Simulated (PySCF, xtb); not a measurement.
C₂H₆ClFSi, SMILES [SiH3]C[C@H](Cl)F.

GFN2-xTB run with xtb 6.7.1 at its own geometry gives an orbital gap of 6.13 eV and a dipole moment of 2.22 D.

The structure is a stationary point at PBE-D3(BJ)/def2-SVP. The structure was generated by enumeration; whether it is a known compound was not checked. One conformer was computed; it need not be the lowest.

What does PBE0/def2-TZVP run with PySCF give? (Estimate from the structure and the level; the computed values follow.)

gap 9.04 eV (levels -8.77 and 0.26 eV), dipole 2.22 D.
